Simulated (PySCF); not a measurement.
From one molecule to another.

First species: C5H9NO.
Atom-mapped SMILES: `[CH3:1][O:2][C@H:3]1[CH2:4][CH:5]=[N:6][CH2:7]1` (hydrogens: H8, H9, H10 on C1; H11 on C3; H12, H13 on C4; H14 on C5; H15, H16 on C7)

Second species: C5H9NO.
SMILES with atom numbers: `[CH2:1]=[CH:2][C:3](=[O:4])[N:5]([CH3:6])[CH3:7]` (hydrogens: H8, H9 on C1; H10 on C2; H11, H12, H13 on C6; H14, H15, H16 on C7)

Levels: PBE0/def2-SVPD for HOMO energy, LUMO energy, HOMO–LUMO gap and static isotropic polarisability; TDDFT PBE0/def2-SVPD for lowest singlet excitation; TDA PBE0/def2-SVPD for lowest triplet excitation (Tamm–Dancoff). Geometries: GFN2-xTB. Each species is one conformer at its optimised geometry, gas phase, non-relativistic unless stated; the electronic structure was computed with PySCF and density fitting.

The conformers computed, where there is a choice (atom-mapped SMILES and torsion angles):
- `[CH2:1]=[CH:2][C:3](=[O:4])[N:5]([CH3:6])[CH3:7]`: C1–C2–C3–O4 28°, C2–C3–N5–C6 4°

The conformers of `CO[C@H]1CC=NC1` aren't listed.

Values for the first species:

```
HOMO energy                              : -7.01 eV
LUMO energy                              : 0.06 eV
HOMO–LUMO gap                            : 7.07 eV
Lowest singlet excitation                : 5.28 eV
Lowest triplet excitation (Tamm–Dancoff) : 4.48 eV
Static isotropic polarisability          : 68.1 au
```

Q: Estimate the same properties for the second species, and the change in each.

A: 
```
                                property     first    second  second less first
                             HOMO energy  -7.01 eV  -6.98 eV           +0.03 eV
                             LUMO energy   0.06 eV  -0.95 eV           -1.01 eV
                           HOMO–LUMO gap   7.07 eV   6.03 eV           -1.04 eV
               lowest singlet excitation   5.28 eV   4.61 eV           -0.67 eV
lowest triplet excitation (Tamm–Dancoff)   4.48 eV   3.84 eV           -0.64 eV
         static isotropic polarisability   68.1 au   74.4 au            +6.3 au
```

On the first: No computed singlet falls in the visible range (750 to 380 nm, 1.65 to 3.26 eV); S1 lies 2.02 eV above its blue end. In wavenumbers S1 is 42600 cm⁻¹ (1 eV = 8065.54 cm⁻¹).

On the second: The vertical singlet–triplet gap S1 − T1 is 0.77 eV (TDDFT singlet less Tamm–Dancoff triplet; S1: HOMO−1→LUMO, weight 0.93; T1: HOMO−1→LUMO, weight 0.55, beside HOMO−2→LUMO, weight 0.37). In wavenumbers S1 is 37200 cm⁻¹ (1 eV = 8065.54 cm⁻¹).
